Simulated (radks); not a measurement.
Question: Species: Ca IV. Configuration: [Ne] 3s2 3p5. Calculated with a radial shooting solver on a logarithmic mesh with Libxc functionals: scalar-relativistic Kohn-Sham, MS2 meta-GGA, spin-unpolarised, spherical densities, finite nucleus; meta-GGA in the generalised Kohn-Sham scheme; Fermi nuclear charge, rms radius 3.4776 fm. Some entries of the table are withheld. Estimate them.

| orbital | occ. | eigenvalue (eV) | r(max) (bohr) |
|---|---|---|---|
| 1s | 2 | -3997.601 | 0.05027 |
| 2s | 2 | -455.7575 | 0.2988 |
| 2p | 6 | -372.5921 | 0.2472 |
| 3s | 2 | -81.1010 | 0.9840 |
| 3p | 5 | -60.1421 | 1.029 |
| 3d | 0 | -29.8677 | 1.099 |
| 4s | 0 | (1) | (2) |

Answer: 
(1) 4s eigenvalue (eV): -22.8852
(2) 4s r(max) (bohr): 2.678
